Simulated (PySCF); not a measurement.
Fill in the blanks.

Compound: C5H4ClFN2O.
SMILES: `CC(=O)n1c(F)cnc1Cl`

Conformer (atom-mapped SMILES and torsion angles): `[CH3:1][C:2](=[O:3])[n:4]1[c:5]([F:6])[cH:7][n:8][c:9]1[Cl:10]`: C1–C2–N4–C5 0°.

```json
{"property": "point group of the GFN2-xTB geometry", "level": "GFN2-xTB", "value": "?"}
{"property": "rotational constants A, B, C of the GFN2-xTB geometry", "level": "GFN2-xTB", "value": "?"}
{"property": "dipole moment", "level": "PBE0/def2-SVPD", "value": "?"}
{"property": "HOMO energy", "level": "PBE0/def2-SVPD", "value": "-7.09 eV"}
{"property": "LUMO energy", "level": "PBE0/def2-SVPD", "value": "-1.69 eV"}
{"property": "lowest singlet excitation", "level": "TDDFT PBE0/def2-SVPD", "value": "4.49 eV (276 nm, f = 0.051)"}
{"property": "strongest line among the 6 lowest singlet transitions", "level": "TDDFT PBE0/def2-SVPD", "value": "S5 at 6.43 eV (193 nm, f = 0.079)"}
{"property": "lowest triplet excitation (Tamm–Dancoff)", "level": "TDA PBE0/def2-SVPD", "value": "?"}
{"property": "static isotropic polarisability", "level": "PBE0/def2-SVPD", "value": "?"}
{"property": "electronic spatial extent ⟨r²⟩ about the centre of nuclear charge", "level": "PBE0/def2-SVPD", "value": "1515 bohr²"}
{"property": "13C chemical shifts (computed TMS as zero) by class", "level": "GIAO PBE0/pcSseg-1", "value": "169.3 (1 C), 154.8 (1 C), 136.0 (1 C), 113.8 (1 C), 27.2 (1 C) ppm"}
{"property": "1H chemical shifts (computed TMS as zero) by class", "level": "GIAO PBE0/pcSseg-1", "value": "?"}
{"property": "isotropic shieldings of nuclei other than C and H, by class", "level": "GIAO PBE0/pcSseg-1", "value": "?"}
```

The electronic properties come from PySCF, for the isolated species, density fitting. NMR classes are plain means over equivalent atoms (diastereotopic ones count apart unless rotation or inversion swaps them), as if these changed places fast; in this geometry the members of some classes differ.

Q: What is the lowest triplet excitation (Tamm–Dancoff)?

A: 3.43 eV.

Q: Give the dipole moment.

A: 3.57 D.

Q: What is the static isotropic polarisability?

A: 86.7 au.

Q: The isotropic shieldings of nuclei other than C and H, by class?

A: -31 (1 N), 48 (1 N), -196 (1 O), 319 (1 F), 701 (1 Cl) ppm.

Q: Give the 1H chemical shifts (computed TMS as zero) by class.

A: 6.65 (1 H), 2.56 (3 H) ppm.

Q: What are the rotational constants A, B, C of the GFN2-xTB geometry?

A: 1.650, 1.161, 0.684 GHz.

Q: What is the point group of the GFN2-xTB geometry?

A: Cs.

A dipole of 3.57 D is allowed in Cs, and pure rotational transitions are dipole-allowed. The principal polarisabilities are 54.8, 99.8 and 105.5 au; their mean is the isotropic value. The polarisability is 12.85 Å³ as a volume (1 au = 0.148185 Å³), or 1.06 au for each of the 82 electrons. In atomic units the dipole is 1.41 e·bohr (1 au = 2.5417 D).

For the NMR shielding job (PBE0/pcSseg-1), hardware: one thread of an Intel Xeon 6975P-C, on a shared host. Cost: 22 s wall, 0.85 GiB resident at most.

One conformer stands for the species.
